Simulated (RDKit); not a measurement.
RDKit input (UFF):

```python
from rdkit import Chem
from rdkit.Chem import AllChem, rdDetermineBonds

mol = Chem.MolFromXYZFile('mol.xyz')
rdDetermineBonds.DetermineBonds(mol, charge=0)
print('SMILES', Chem.MolToSmiles(Chem.RemoveHs(mol)))
ff = AllChem.UFFGetMoleculeForceField(mol)
e0 = ff.CalcEnergy()
flag = ff.Minimize(maxIts=5000, forceTol=1e-5)
print(f'energy {e0:.4f} -> {ff.CalcEnergy():.4f} kcal/mol, converged: {flag == 0}')
print(Chem.MolToXYZBlock(mol))
```
mol.xyz:
```
4

Ga    -0.00000000    -0.00000000     0.00000000
F     -1.47532100    -0.91056700     0.00813000
F      0.01675000     1.61779300    -0.62308600
F      1.45857100    -0.70722600     0.61495600
```

From its output:

```
Traceback (most recent call last):
  File "input.py", line 5, in <module>
ValueError: Final molecular charge (0) does not match input (-2); could not find valid bond ordering
```

The program stopped with an error.

The geometry given is a B3LYP-D3(BJ)/def2-TZVP minimum.
